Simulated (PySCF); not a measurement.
Isomers of C5H8N2O2S, one GFN2-xTB conformer each. Single-point energies are computed at PBE0/pcSseg-1 (PySCF, gas phase, no added dispersion term), electronic only.

Question: Rank them by PBE0/pcSseg-1 energy, lowest first (kJ/mol).
A. `[CH3:1][n:2]1[cH:3][c:4]([S:5]([CH3:6])(=[O:7])=[O:8])[cH:9][n:10]1` with C3–C4–S5–C6 107°
B. `[CH3:1][c:2]1[n:3][cH:4][nH:5][c:6]1[S:7]([CH3:8])(=[O:9])=[O:10]` with N5–C6–S7–C8 104°

Answer: B (0.0), A (69.7).

As drawn, the lower has an N–H bond, which the higher lacks; the higher has an N–N linkage, which the lower lacks. GFN2-xTB itself gives, in the same order: 0.0, 49.4. Both levels put the same isomer lowest.

Q: Which frontier levels, dipoles and rotational constants go with these structures?

A: 
| SMILES | HOMO (eV, PBE0/pcSseg-1) | LUMO (eV) | dipole (D) | A, B, C (MHz) |
| --- | --- | --- | --- | --- |
| Cc1nc[nH]c1S(C)(=O)=O | -7.32 | -0.49 | 3.68 | 1996, 984.3, 783.6 |
| Cn1cc(S(C)(=O)=O)cn1 | -7.95 | -0.37 | 5.26 | 2783, 708.5, 653.8 |
